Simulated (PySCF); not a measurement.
C₃H₇Si, SMILES C1C[SiH]C1, multiplicity 2.

Geometry: PBE0-D3(BJ)/def2-SVP. The isomer is the one that the SMILES or the coordinates give; other isomers of the formula were not compared.

Level of theory: PySCF with TDA-PBE/def2-SVPD.

Vertical excitations. Gas-phase values at a fixed geometry.

Computed lowest excited states:
| state | energy (eV) | λ (nm) | f | main pairs |
|---|---|---|---|---|
| root 1 | 3.84 | 323 | 0.022 | β HOMO→LUMO 98 % |
| root 2 | 3.88 | 320 | 0.006 | β HOMO−1→LUMO 97 % |
| root 3 | 4.16 | 298 | 0.025 | α HOMO→LUMO 98 % |
| root 4 | 4.55 | 272 | 0.021 | α HOMO→LUMO+1 99 % |
| root 5 | 5.06 | 245 | 0.012 | α HOMO→LUMO+2 98 % |
| root 6 | 5.15 | 241 | 0.009 | β HOMO−2→LUMO 98 % |
| root 7 | 5.32 | 233 | 0.057 | α HOMO→LUMO+3 98 % |
| root 8 | 5.50 | 226 | 0.000 | β HOMO−3→LUMO 99 % |
| root 9 | 5.75 | 216 | 0.045 | α HOMO→LUMO+4 98 % |
| root 10 | 6.10 | 203 | 0.005 | α HOMO→LUMO+5 99 % |
Unrestricted roots are not spin-pure.
